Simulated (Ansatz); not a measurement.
A CCSD(T) single point on CH4ClFNV (`[CH3][V](=[NH])([F])[Cl]`).

```yaml
crystal:
  periodic: [false, false, false]
  atoms:
    - {symbol: C, position_ang: [-1.237182, -0.121098, 0.109841]}
    - {symbol: V, position_ang: [0.711748, 0.245041, 0.317828]}
    - {symbol: N, position_ang: [1.321779, -0.527877, -0.939016]}
    - {symbol: F, position_ang: [1.204068, -0.476514, 1.811860]}
    - {symbol: Cl, position_ang: [0.988732, 2.372475, 0.109358]}
    - {symbol: H, position_ang: [-1.585909, 0.261749, -0.849716]}
    - {symbol: H, position_ang: [-1.724833, 0.396875, 0.941672]}
    - {symbol: H, position_ang: [-1.403667, -1.198184, 0.168679]}
    - {symbol: H, position_ang: [1.813763, -0.998666, -1.687506]}
basis:
  gaussian: {orbitals: def2-SVP}
correlation: {method: ccsd_t}
```

```sh
$ ansatz run in.yaml --threads 4 --pin off --events-out ev --progress --plain --max-ram 10444MiB
```

The program prints (abridged):

```
Functional definition: HF
1136 factors; integrals over basis functions are off by at most 1.2e-3 eV
mean field evaluation 1: about -43414.1946 eV, gradient 7.8e1 eV
mean field evaluation 2: about -43414.3367 eV, gradient 7.8e1 eV
mean field evaluation 4: about -43428.0681 eV, gradient 2.4e1 eV
mean field evaluation 8: about -43429.2376 eV, gradient 1.0e0 eV
mean field evaluation 16: about -43429.2751 eV, gradient 1.2e-5 eV
mean field -43429.27508119 eV, -1595.9964218136 hartree, gradient 2.8e-6 eV, S^2 0.000000; 0 other end points of the search recorded, 0 dependent functions left out; unrestricted orbitals would lower it
unrestricted determinant -43430.42785248 eV, -1596.0387853774 hartree, S^2 1.2220
13 core orbitals not correlated: weight in the atoms' cores, before any rotation towards them, 1.000 or more for the frozen orbitals, at most 0.000 for the correlated occupied ones
reference -43429.27508119 eV, -1595.9964218136 hartree; 20, 20 occupied and 78, 78 virtual orbitals, 1136 factors
second order -30.66603402 eV of doubles, -0.00000000 eV of singles
cycle   1  -26.46235841 eV  change     4.2e0 eV  update   4.0e-1
cycle   2  -28.94978174 eV  change    -2.5e0 eV  update   4.0e-1
cycle   3  -29.37811707 eV  change   -4.3e-1 eV  update   5.9e-2
cycle   4  -29.41108221 eV  change   -3.3e-2 eV  update   3.4e-2
cycle   5  -29.41497368 eV  change   -3.9e-3 eV  update   1.3e-2
cycle   6  -29.42935726 eV  change   -1.4e-2 eV  update   6.9e-3
cycle   7  -29.41748806 eV  change    1.2e-2 eV  update   4.7e-3
cycle   8  -29.41299865 eV  change    4.5e-3 eV  update   2.3e-3
cycle   9  -29.41592440 eV  change   -2.9e-3 eV  update   1.2e-3
cycle  10  -29.41692279 eV  change   -1.0e-3 eV  update   6.3e-4
cycle  11  -29.41646190 eV  change    4.6e-4 eV  update   3.7e-4
cycle  12  -29.41610107 eV  change    3.6e-4 eV  update   2.4e-4
cycle  13  -29.41657594 eV  change   -4.7e-4 eV  update   9.6e-5
cycle  14  -29.41643384 eV  change    1.4e-4 eV  update   6.0e-5
cycle  15  -29.41641359 eV  change    2.0e-5 eV  update   3.4e-5
perturbative correction -1.83586561 eV, -0.0674668169 hartree
Total energy: -43460.52736039 eV, -1597.1449218908 hartree
```

It took 40 s on 4 threads of an Arm Neoverse V1 on a shared host, with 0.61 GiB of host memory at the peak.

MP2 recovers 98.1 % of the CCSD(T) correlation energy and the triples give 5.9 %; T1 = 0.0288.
